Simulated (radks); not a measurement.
Dipole-allowed excitations along the series with 4 electrons in [He] 2s2. Calculated with a radial shooting solver on a logarithmic mesh with Libxc functionals: scalar-relativistic Kohn-Sham, LDA (Slater exchange, VWN5 correlation), spin-polarised, spherical densities, finite nucleus; Fermi nuclear charge, rms radius of each element as measured or else 0.836 A^(1/3) + 0.57 fm. Time-dependent linear response with the Hartree and adiabatic LDA kernel, continuum included through the Sternheimer equations, no spin-orbit coupling, so fine structure and intercombination lines are absent. Lines are the poles of the dipole polarisability below minus the highest occupied eigenvalue, found on a grid refined at the orbital gaps; the lowest seven at most are given, and weak or close lines can be missed. The first line takes the name of the lowest orbital gap if no other gap lies below it; otherwise a line is named after a gap within 0.6 % of it, if that gap stands alone.

| species | -e(HOMO) (eV) | lowest orbital gap (eV) | first line (eV) | f | strongest line (eV) | its f | static alpha (bohr^3) |
|---|---|---|---|---|---|---|---|
| C2+ | 40.174 | 2s-2p 8.323 | 11.774 (2s-2p) | 0.723 | the first | 0.723 | 4.249 |
| O4+ | 102.27 | 2s-2p 12.992 | 18.143 (2s-2p) | 0.482 | the first | 0.482 | 1.191 |
| F5+ | 143.58 | 2s-2p 15.329 | 21.309 (2s-2p) | 0.415 | 94.745 (unassigned) | 0.454 | 0.7387 |
| Ne6+ | 191.73 | 2s-2p 17.683 | 24.485 (2s-2p) | 0.365 | 123.88 (2s-3p) | 0.499 | 0.4891 |

Estimate the first line of N3+, its oscillator strength and the static polarisability.

Answer. 14.974 eV (2s-2p), f = 0.578, alpha = 2.102 bohr^3.
